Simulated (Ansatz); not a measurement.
Relaxation of C₂H₄GaNS (9 atoms, charge 0, multiplicity 1), to a largest force component of 0.015 eV/Å in at most 40 steps.

These are results of Ansatz 0.2.0, RKS r2SCAN/def2-SVP, not measurements.

```xyz
9
Properties=species:S:1:pos:R:3:forces:R:3
S 0.015 1.648 -1.812 -1.06 1.75 0.04
Ga 1.707 0.846 -0.029 0.32 0.39 0.42
C 0.028 -0.970 0.143 10.35 -3.30 -2.56
C -0.510 -0.507 1.252 -5.55 0.49 0.55
N -1.248 -1.288 0.271 -4.16 2.76 4.18
H -1.161 1.847 -0.994 1.48 -0.85 -0.90
H 1.119 0.164 -1.524 -1.93 -0.76 0.73
H 0.721 -1.828 0.436 0.73 0.33 -1.33
H -0.583 0.041 2.238 -0.18 -0.80 -1.13
```

**Question.** Where does it end, and by what steps?

**Answer.** It converged. After 38 steps the energy has fallen by 6.462 eV; H7 moved furthest, 2.00 Å. The start is strongly strained (largest force component 10 eV/Å), so its close contacts needn't be bonds. Parted: Ga2–H7. Joined: C3–H7.

```tsv
step	energy less start (eV)	largest force component (eV/Å)	accepted
0	0.0000	10.352	yes
2	-3.4619	1.754	yes
4	-4.7031	1.724	yes
6	-5.5179	4.002	yes
8	-6.1643	1.029	yes
10	-6.3840	0.699	yes
12	-6.4150	0.144	yes
14	-6.4205	0.304	yes
16	-6.4335	0.422	yes
18	-6.4459	0.146	yes
20	-6.4539	0.264	yes
22	-6.4582	0.056	yes
24	-6.4595	0.059	yes
26	-6.4601	0.062	yes
28	-6.4606	0.109	yes
30	-6.4611	0.062	yes
32	-6.4614	0.102	yes
34	-6.4617	0.018	yes
36	-6.4619	0.040	yes
38	-6.4620	0.011	yes
```

```xyz
9
Properties=species:S:1:pos:R:3
S 0.194 2.783 -0.405
Ga 1.934 1.315 -0.861
C 0.182 -1.383 0.123
C -0.740 -0.490 0.809
N -1.142 -1.675 0.860
H -0.568 2.123 -1.311
H 0.155 -1.500 -0.970
H 1.098 -1.738 0.613
H -1.024 0.519 1.126
```

Whether the end is a true minimum wasn't checked by a vibrational analysis.

The run took 2.7 min on 2 threads of Arm Neoverse V2 (shared host), peak memory 0.18 GiB.
